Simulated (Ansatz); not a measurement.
Stepwise reaction of orthosilicic acid with ammonia, as a gas-phase model of exchange steps in deposition or etching. ΔE in kJ/mol; ΔG adds harmonic PBE0-D4 terms to CCSD(T)/CBS, at 1 bar.

Program: Ansatz. Geometries: PBE0-D4/def2-TZVP. ΔE: electronic, gas phase. CBS: MP2 limit from def2 TZ/QZ plus the TZ coupled-cluster correction, frozen cores. This one scheme is used for every species. DFT in def2-TZVPP. B3LYP here is the variant with VWN-RPA as its local correlation; programs differ in this. Each species was taken in one conformer, which may not be the lowest.

| step | reaction | PBE-D4 | B3LYP-D4 | ωB97M-V | CCSD(T)/CBS | ΔG(600 K) |
| --- | --- | --- | --- | --- | --- | --- |
| 1 | `O[Si](O)(O)O` + NH₃ → `N[Si](O)(O)O` + H₂O | 45.3 | 48.9 | 48.6 | 46.8 | 38.9 |
| 2 | `N[Si](O)(O)O` + NH₃ → `N[Si](N)(O)O` + H₂O | 45.9 | 48.7 | 48.8 | 46.9 | 37.0 |
| 3 | `N[Si](N)(O)O` + NH₃ → `N[Si](N)(N)O` + H₂O | 45.2 | 49.4 | 48.9 | 45.7 | 52.9 |

Q: Give the row of step 4, `N[Si](N)(N)O` + NH₃ → `N[Si](N)(N)N` + H₂O. (Best estimate.)

A: Ansatz gave: 
```csv
step,reaction,PBE-D4,B3LYP-D4,ωB97M-V,CCSD(T)/CBS,ΔG(600 K)
4,`N[Si](N)(N)O` + NH₃ → `N[Si](N)(N)N` + H₂O,53.9,57.1,57.3,54.8,51.5
```

Q: By hand: ΔE of the 4 steps together at CCSD(T)/CBS.

A: (46.8) + (46.9) + (45.7) + (54.8) = 194.2 kJ/mol, or 48.5 kJ/mol a step.

In ΔE step 3 is the lowest and step 4 the highest. All are uphill at CCSD(T)/CBS. ΔG lies between 37.0 and 52.9 kJ/mol a step. PBE-D4 differs from CCSD(T)/CBS by -1.5 to -0.5 kJ/mol a step. Isolated molecules leave out the surface, adducts and barriers. Largest T1 diagnostic: 0.011.
